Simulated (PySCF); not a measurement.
## Structure from NMR data

The spectra below were simulated for a compound C6H6FNO.

1H NMR (600 MHz, computed): δ 8.38 (d, 1H), 6.62 (m, 1H), 6.19 (br, 1H), 5.50 (m, 1H), 3.32 (m, 2H).

13C{1H} NMR (computed): δ 182.5 (C), 159.2 (CH), 141.3 (C), 109.8 (CH), 109.0 (CH), 40.9 (CH2).

Calculated, not measured (PySCF): NMR shieldings at PBE0/pcSseg-1/GIAO, GFN2-xTB geometry. No solvent model, a single conformation, relativity neglected, equivalent nuclei averaged.

δ = σ(ref) − σ, references computed at the same level: 1H and 13C against TMS.

**Question.** Which of these isomers gave the spectra?
A. CO/C=C1/C[C@]1(F)C#N
B. CC1=CC[C@@](F)(C#N)O1
C. C=C(CF)c1cocn1
D. O=CNC1=CCC(F)=C1

**Answer.** D. 

- The formula gives 4 degrees of unsaturation (1 ring in the answer).
- 6 carbon signals for 6 carbons: no two carbons are equivalent.
- Carbon types of the structure: 2 × C, 3 × CH, 1 × CH2, leaving 1 H on heteroatoms.
- δC 182.5: fully substituted alkene carbon.
- δC 159.2: amide carbonyl carbon; it is a carbonyl in resonance with an O or N lone pair, the region of acids, esters and amides.
- δC 141.3: alkene carbon bearing nitrogen; an sp2 carbon further deshielded by the attached heteroatom.
- δC 109.8: alkene CH; an sp2 carbon of a C=C bond.
- δC 109.0: β carbon of an enol-ether or enamine type C=C; the O or N lone pair pushes π density onto this β carbon and shields it.

The others: CO/C=C1/C[C@]1(F)C#N has carbons computed at 152.0, 122.5, 98.5, 64.5, 58.3, 21.6, with a different DEPT pattern; CC1=CC[C@@](F)(C#N)O1 has carbons computed at 163.2, 119.4, 112.3, 101.1, 51.8, 16.1, with a different DEPT pattern; C=C(CF)c1cocn1 would give 5 signals for carbon-bound and other non-exchanging H, not 4.

OH and NH positions are those of a molecule without intermolecular hydrogen bonds; in solution they move with solvent, concentration and temperature, and exchange usually removes their couplings. Amide-type NH protons are broadened by 14N but still split neighbouring CH signals. Splittings by 19F in the carbon and heteronuclear signals aren't shown, as no couplings were computed. Shifts are as computed. Against solution values, carbons near 30 ppm lie about +3 ppm off and those near 130 ppm about +5 ppm. Of 1211 compounds with measured shifts, 218 miss one by over three times the rms of a fit or turn the order of signals round; such compounds aren't used in these exercises. Hydrogen bonding in solution deshields acid and N–H amide carbonyl carbons by as much as 10 ppm beyond these values. No couplings were computed; multiplicities are counted from neighbouring protons, with m where these are inequivalent, close in shift, in a saturated or five-membered ring or joined by F or P, and br s for small geminal =CH2 splittings.
